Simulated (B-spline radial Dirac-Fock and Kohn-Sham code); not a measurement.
**Radiative decay of the 2s hole in Fe¹⁰⁺**

System: iron as Fe¹⁰⁺, [Ne] 3s2 3p4.

Model: independent-particle radiative and Coulomb Auger rates from relativistic LDA hole-state orbitals, with Dirac-Fock energies. Program: a B-spline atomic structure program.

```tsv
line	multipole	energy (eV)	rate (s⁻¹)	share (%)
L1-L2	E1	127.0	4.12e+10	0.898
L1-L3	E1	–	1.12e+11	2.44
Lβ4	E1	842.9	1.53e+12	33.4
Lβ3	E1	845.1	2.90e+12	63.3
```

The listed lines hold 100.0 % of the radiative rate. A dash stands for an energy that rests on an unreliable hole state. The radiative width is 0.00302 eV in the length form and 0.00293 eV in the velocity form; the two differ because the transition energies are not eigenvalue differences of the potential that gave the orbitals.

Values without a named source are computed, but for edge energies of neutral atoms, which are taken from tables.
